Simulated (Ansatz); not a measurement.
`[OH][GeH]([F])[GeH3]` + HCl → `[F][GeH]([Cl])[GeH3]` + H₂O at 600 K and 1 bar (ligand exchange at a Ge–O bond).

Calculated with Ansatz (gas phase, PBE0-D4/def2-TZVP geometries, no zero-point term in ΔE). CCSD(T)/CBS adds triple-zeta CCSD(T) − MP2 to the extrapolated MP2 energy (def2 sets, frozen cores). This one scheme is used for every species. For Ge outer-core shells are correlated without core-valence functions, which leaves a few kJ/mol of doubt a bond. Scalar relativity is left out up to krypton. One conformer a species, not always the lowest.

```json
{"species": "`[OH][GeH]([F])[GeH3]`", "CCSD(T)/CBS energy (Eh)": "-4330.26117", "H − E (kJ/mol)": "188.2", "S (J/(mol·K))": "463.9"}
{"species": "HCl", "CCSD(T)/CBS energy (Eh)": "-460.38127", "H − E (kJ/mol)": "35.4", "S (J/(mol·K))": "207.2"}
{"species": "`[F][GeH]([Cl])[GeH3]`", "CCSD(T)/CBS energy (Eh)": "-4714.27861", "H − E (kJ/mol)": "152.3", "S (J/(mol·K))": "459.8"}
{"species": "H₂O", "CCSD(T)/CBS energy (Eh)": "-76.37941", "H − E (kJ/mol)": "76.8", "S (J/(mol·K))": "212.8"}
```

H − E and S are ideal-gas, rigid-rotor, harmonic terms from PBE0-D4/def2-TZVP, for one conformer and one mirror image of each species. 1 Eh = 2625.50 kJ/mol, R = 8.31446 J/(mol·K).

**Question.** By hand: ΔE, ΔH, ΔS and ΔG.

**Answer.** ΔE = (-4714.27861) + (-76.37941) − (-4330.26117) − (-460.38127) = -0.01558 Eh = -40.9 kJ/mol. Δ(H − E) = 152.3 + 76.8 − 188.2 − 35.4 = 5.5, so ΔH = -35.4 kJ/mol. ΔS = 459.8 + 212.8 − 463.9 − 207.2 = 1.5 J/(mol·K). ΔG = -35.4 − 600 × (1.5)/1000 = -36.3 kJ/mol.

**Question.** By hand: the equilibrium constant, and the temperature at which ΔG would vanish if ΔH and ΔS stayed fixed.

**Answer.** log₁₀ K = −ΔG/(RT ln 10) = 3.2. ΔH and −TΔS have one sign here, so there is no such temperature.

The number of gas molecules stays the same, so ΔS is small and ΔH decides. A doubt of 5 kJ/mol in ΔE shifts log₁₀ K by 0.4 here. Other conformers and mirror images would add mixing entropy, several J/(mol·K) or more a flexible species. These are equilibria of isolated gas molecules and say nothing of rates. Largest T1 diagnostic: 0.012 (customary marks: 0.02 for closed shells, 0.045 for open ones).

ΔS is within the doubt of such terms, so its sign, and with it that verdict, could turn.
